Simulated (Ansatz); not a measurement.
Basis-set extrapolation for H₄NO₂Si (`N[Si](O)O`) radical (PBE0-D4/def2-TZVP geometry, frozen core, the Gaussian-basis code of Ansatz). Multiplicity 2, UHF reference.

|  | def2-TZVPP | def2-QZVPP |
| --- | --- | --- |
| HF | -495.644795 | -495.665447 |
| MP2 correlation | -0.794678 | -0.858903 |
| CCSD(T) correlation | -0.841058 | -0.901538 |

Energies in hartree. Use E(X) = E(∞) + A·exp(−7.88·√X) for Hartree–Fock and E(X) = E(∞) + B·X^(−2.97) for correlation, with X = 3 and 4.

Q: What is the CCSD(T) energy at the basis-set limit?

A: HF limit: -495.665447 + (-0.020652) × 0.13774 = -495.66829. Correlation limit: -0.901538 + (-0.060480) × 0.74074 = -0.94634. Total: -496.61463 hartree, 3.50 eV below CCSD(T)/def2-TZVPP.
